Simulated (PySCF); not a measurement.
GaHI2, SMILES [I][GaH][I].

The structure is a stationary point at PBE-D3(BJ)/def2-SVP. The def2 effective core potentials stand for the cores of I; spin–orbit coupling is left out.

All values below come from PBE/def2-TZVPD in PySCF.

```
Item                                                                                                             Result
---------------------------------------------------------------------------------------------  ------------------------
total energy                                                                                        -2520.65707 hartree
point group                                                                                                         C2v
highest occupied level                                                                                         -6.60 eV
lowest empty level                                                                                             -2.81 eV
orbital gap                                                                                                     3.79 eV
dipole moment                                                                                                 0.184 e·Å
quadrupole, principal values (traceless, Buckingham form, about the centre of nuclear charge)     -2.17, 0.52, 1.64 D·Å
mean static polarisability                                                                       109.4 bohr³ (16.22 Å³)
polarisability, principal values                                                               79.1, 100.2, 149.0 bohr³
```
